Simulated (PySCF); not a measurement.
C4H2Cl3F, SMILES ClC(C(=C=C)Cl)(Cl)F.

Coordinates come from a PBE-D3(BJ)/def2-SVP optimisation. This is a generated structure with no PubChem entry under its InChIKey; it may be hypothetical. Other conformers were not sampled.

These are PBE-D3(BJ)/def2-SVP (PySCF) values and carry that method's errors.

Frequencies are harmonic and unscaled.

```
mode  ν (cm⁻¹)  IR (km/mol)  moving atoms (share of kinetic energy)
----  --------  -----------  --------------------------------------
1           46          0.4                  Cl 54 %, C 29 %, F 9 %
2          129          1.1         C 52 %, Cl 20 %, H 15 %, F 13 %
3          136          0.3                         Cl 78 %, C 15 %
4          165          0.3                                 Cl 91 %
5          246          0.9                 Cl 70 %, C 15 %, F 14 %
6          278          2.2           C 60 %, H 23 %, Cl 9 %, F 8 %
7          365          0.4                         F 49 %, Cl 44 %
8          365          1.0                 F 45 %, Cl 39 %, C 16 %
9          391         13.5                 C 50 %, Cl 34 %, F 12 %
10         485          4.0                 C 45 %, F 27 %, Cl 26 %
11         518         12.6                         C 82 %, Cl 14 %
12         522          7.8                 C 44 %, Cl 41 %, F 12 %
13         573          4.1                                  H 95 %
14         787        240.8                                  C 90 %
15         806        116.9                                  C 87 %
16         855         38.8                          H 74 %, C 26 %
17         946          0.1                          H 63 %, C 37 %
18        1017        219.7                          C 81 %, F 14 %
19        1147         26.4                          C 78 %, F 17 %
20        1236         27.2                          C 62 %, H 37 %
21        1399         10.8                          H 53 %, C 47 %
22        2020         14.7                                  C 99 %
23        3050          0.1                                  H 95 %
24        3137          0.6                          H 89 %, C 11 %
```
